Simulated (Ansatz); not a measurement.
`N[AsH][TeH]` → As• + 4 H• + N• + Te•  (atomization)

Program: Ansatz. Geometries: PBE0-D4/def2-TZVP. ΔE: electronic, gas phase. CBS: MP2 limit from def2 TZ/QZ plus the TZ coupled-cluster correction, frozen cores. This one scheme is used for every species, atoms too. Functionals use def2-TZVPP. B3LYP here is the variant with VWN-RPA as its local correlation; programs differ in this. HSE06 is defined as in plane-wave codes. No spin–orbit coupling; open shells (•) take unrestricted orbitals. Spin–orbit coupling would lower the free atoms: strongly for Te. def2 core potentials past Kr. For As, Te outer-core shells are correlated without core-valence functions, so the limit isn't a true one: a few kJ/mol of doubt a bond, and 10 to 20 or more in all where bonds break to atoms. Scalar relativity is left out up to krypton. Each species was taken in one conformer, which may not be the lowest.

```csv
level,ΔE (eV),difference from CCSD(T)/CBS
LDA (SPW92),22.67,3.47
PBE-D4,19.65,0.45
revPBE-D4,19.08,-0.12
BLYP-D4,19.56,0.36
r2SCAN-D4,18.99,-0.21
B97M-V,19.18,-0.02
PBE0-D4,18.99,-0.21
B3LYP-D4,19.35,0.15
r2SCANh-D4,18.79,-0.41
r2SCAN0-D4,18.49,-0.71
HSE06-D4,19.00,-0.20
BHLYP-D4,18.45,-0.75
CAM-B3LYP-D4,19.19,-0.01
ωB97X-V,19.33,0.13
ωB97M-V,19.02,-0.18
B2PLYP,18.82,-0.38
PBE-QIDH,18.54,-0.66
PBE,19.48,0.28
revPBE,18.64,-0.56
BLYP,19.19,-0.01
PBE0,18.85,-0.35
B3LYP,19.07,-0.13
r2SCANh,18.74,-0.46
r2SCAN0,18.45,-0.75
HSE06,18.86,-0.34
BHLYP,18.20,-1.00
CAM-B3LYP,19.04,-0.16
LC-ωPBE,18.48,-0.72
HF/def2-SVP,11.07,-8.13
MP2/def2-SVP,16.68,-2.52
CCSD/def2-SVP,16.54,-2.66
HF/def2-TZVPP,11.34,-7.86
SCS-MP2/def2-TZVPP,18.46,-0.74
CCSD(T)/def2-TZVPP,18.33,-0.87
HF/def2-QZVPP,11.38,-7.82
MP2/def2-QZVPP,18.75,-0.45
SCS-MP2/def2-QZVPP,19.05,-0.15
HF/CBS(def2),11.39,-7.81
MP2/CBS(def2),19.11,-0.09
CCSD/CBS(def2),18.75,-0.45
CCSD(T)/CBS,19.20,0
```

Largest T1 diagnostic among the species: 0.012.

From PBE to PBE0 (25 % exact exchange), in def2-TZVPP and without D4, ΔE moves by −0.63 eV: exact exchange takes away binding that semilocal exchange gives to molecules. The D4 term adds +0.28 eV with B3LYP and +0.15 eV with PBE0; it sums over pairs of atoms, weighted by their polarisabilities, and B3LYP, whose exchange is more repulsive, gets the larger term. In def2-TZVPP, CCSD(T) changes the Hartree–Fock value by +6.99 eV (the triples alone add +0.44 eV) and MP2 by +6.90 eV; breaking electron pairs costs correlation energy, which Hartree–Fock lacks.

For atomizations the MP2-based limit and the directly extrapolated one differ by several kJ/mol either way, and by 10 to 25 for some Ge, Se and Sn compounds, so smaller differences from it don't rank the levels.
